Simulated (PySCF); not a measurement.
A PySCF script (with the pyscf-properties extension) for the NMR shieldings of `[SiH3]c1ccpcc1`, C$_{5}$H$_{7}$PSi, on a GFN2-xTB geometry:

```python
import basis_set_exchange as bse
import numpy as np
from pyscf import gto, dft
from pyscf.prop import nmr

atoms = """
Si    2.230690   -0.174405    0.136315
C     0.353938   -0.016251    0.019701
C    -0.251766    1.236783   -0.040061
C    -1.609762    1.450540   -0.125463
P    -2.821422    0.210742   -0.173230
C    -1.800700   -1.190069   -0.088050
C    -0.426654   -1.171178   -0.006977
H     2.731605   -0.860146   -1.058201
H     2.808344    1.166857    0.230147
H     2.570092   -0.958717    1.326723
H     0.394223    2.106839   -0.017421
H    -1.966617    2.473250   -0.165929
H    -2.301980   -2.151071   -0.100250
H     0.089332   -2.123646    0.040530
"""
names = dict.fromkeys(["Si", "C", "P", "H"], "pcSseg-1")
basis = {el: gto.basis.parse(bse.get_basis(n, elements=[el], fmt="nwchem")) for el, n in names.items()}
mol = gto.M(atom=atoms, basis=basis, charge=0, verbose=0)
mf = dft.RKS(mol, xc="PBE0")
mf.grids.level = 2
mf.grids.alignment = dft.numint.BLKSIZE   # the property module wants whole blocks of grid points
mf.conv_tol = 1e-9
mf.kernel()

calc = nmr.RKS(mf)   # GIAO
C = mf.mo_coeff
Co = C[:, mf.mo_occ > 0]
resp = mf.gen_response(singlet=True, hermi=2)
def vind(x):   # induced exchange potential for any number of trial vectors
    d = np.einsum("pi,xij,qj->xpq", C, 2 * x.reshape(-1, C.shape[1], Co.shape[1]), Co, optimize=True)
    return np.einsum("xpq,pi,qj->xij", resp(d - d.transpose(0, 2, 1)), C, Co, optimize=True).ravel()
mo1, _ = nmr.rhf.solve_mo1(calc, with_cphf=vind)
sigma = calc.kernel(mo1)
for i, s in enumerate(sigma):   # ppm
    print("%2d %-2s %9.2f" % (i, mol.atom_pure_symbol(i), np.trace(s) / 3))
```

Task: Give the expected output.

Result: 
```
 0 Si    413.91
 1 C      50.54
 2 C      41.95
 3 C      22.10
 4 P      78.83
 5 C      23.37
 6 C      42.14
 7 H      26.98
 8 H      27.29
 9 H      27.00
10 H      23.32
11 H      22.46
12 H      22.44
13 H      23.34
```

These numbers come from an equivalent density-fitted implementation of the same equations, which agrees with the script to about 0.01 ppm for H and up to a few tenths of a ppm for heavy atoms, so last digits may differ.

Task: Turn these shieldings into chemical shifts. Shifts are taken against calculated references (same method and geometry level): ²⁹Si (349.16 ppm), ¹³C (186.93 ppm), ¹H (31.72 ppm) vs TMS; ³¹P (318.38 ppm) vs H3PO4.

Result: Averaging equivalent atoms: Si 0: -64.8; C 3/5: 164.2; C 2/6: 144.9; C 1: 136.4; P 4: 239.5; H 11/12: 9.27; H 10/13: 8.39; H 7/8/9: 4.62 ppm. Experimental scales use liquid or dissolved standards, which lie at an offset from isolated H3PO4.

Size and cost of the density-fitted run: 168 basis functions, 39 s wall time on 1 thread of an Arm Neoverse N1, shared host; peak memory 0.75 GiB.
